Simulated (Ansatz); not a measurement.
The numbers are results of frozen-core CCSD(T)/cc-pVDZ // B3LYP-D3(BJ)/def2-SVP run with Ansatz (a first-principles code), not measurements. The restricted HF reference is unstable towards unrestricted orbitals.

Ansatz 0.2 input:
```yaml
crystal:
  periodic: [false, false, false]
  atoms:
    - { symbol: O, position_ang: [-3.297021, -0.660197, -1.546911] }
    - { symbol: C, position_ang: [-2.813399, -0.048951, -0.62357] }
    - { symbol: C, position_ang: [-1.362171, -0.023679, -0.302386] }
    - { symbol: C, position_ang: [-0.458398, -0.74388, -1.099831] }
    - { symbol: C, position_ang: [0.899023, -0.718627, -0.796588] }
    - { symbol: C, position_ang: [1.362218, 0.024001, 0.302086] }
    - { symbol: C, position_ang: [2.813284, 0.048407, 0.624016] }
    - { symbol: O, position_ang: [3.296794, 0.65975, 1.547357] }
    - { symbol: C, position_ang: [0.45849, 0.744471, 1.099333] }
    - { symbol: C, position_ang: [-0.898943, 0.719158, 0.796149] }
    - { symbol: H, position_ang: [-3.453155, 0.556276, 0.069789] }
    - { symbol: H, position_ang: [-0.849592, -1.311291, -1.946529] }
    - { symbol: H, position_ang: [1.613745, -1.275172, -1.409562] }
    - { symbol: H, position_ang: [3.452995, -0.55793, -0.068434] }
    - { symbol: H, position_ang: [0.849779, 1.311931, 1.945953] }
    - { symbol: H, position_ang: [-1.61365, 1.275732, 1.409128] }
basis:
  gaussian: { orbitals: cc-pVDZ }
correlation:
  method: ccsd_t
```

Output:

```
Functional definition: HF
1570 factors; integrals over basis functions are off by at most 8.3e-4 eV
mean field evaluation 1: about -12406.7719 eV, gradient 5.1e1 eV
mean field evaluation 2: about -12407.2035 eV, gradient 5.1e1 eV
mean field evaluation 4: about -12413.5385 eV, gradient 6.4e0 eV
mean field evaluation 8: about -12413.6970 eV, gradient 5.9e-1 eV
mean field evaluation 16: about -12413.7002 eV, gradient 2.4e-6 eV
mean field -12413.70021485 eV, -456.1950685875 hartree, gradient 2.4e-6 eV, S^2 0.000000; 0 other end points of the search recorded, 0 dependent functions left out; unrestricted orbitals would lower it
10 core orbitals not correlated
reference -12413.70021485 eV, -456.1950685875 hartree; 25, 25 occupied and 135, 135 virtual orbitals, 1570 factors
second order -37.79335696 eV of doubles, -0.00000000 eV of singles
cycle   1  -37.50704894 eV  change    2.9e-1 eV  update   1.7e-1
cycle   2  -38.64452690 eV  change    -1.1e0 eV  update   5.5e-2
cycle   3  -38.95497948 eV  change   -3.1e-1 eV  update   2.8e-2
cycle   4  -38.94825097 eV  change    6.7e-3 eV  update   7.9e-3
cycle   5  -38.94605424 eV  change    2.2e-3 eV  update   3.8e-3
cycle   6  -38.94893575 eV  change   -2.9e-3 eV  update   1.3e-3
cycle   7  -38.94870883 eV  change    2.3e-4 eV  update   4.9e-4
cycle   8  -38.94843067 eV  change    2.8e-4 eV  update   2.2e-4
cycle   9  -38.94844459 eV  change   -1.4e-5 eV  update   8.2e-5
cycle  10  -38.94853768 eV  change   -9.3e-5 eV  update   3.6e-5
cycle  11  -38.94847289 eV  change    6.5e-5 eV  update   1.6e-5
cycle  12  -38.94847672 eV  change   -3.8e-6 eV  update   4.8e-6
perturbative correction -1.66633089 eV, -0.0612365308 hartree
Total energy: -12454.31502246 eV, -457.6876352375 hartree
```

Cost: very roughly 3 core-minutes.
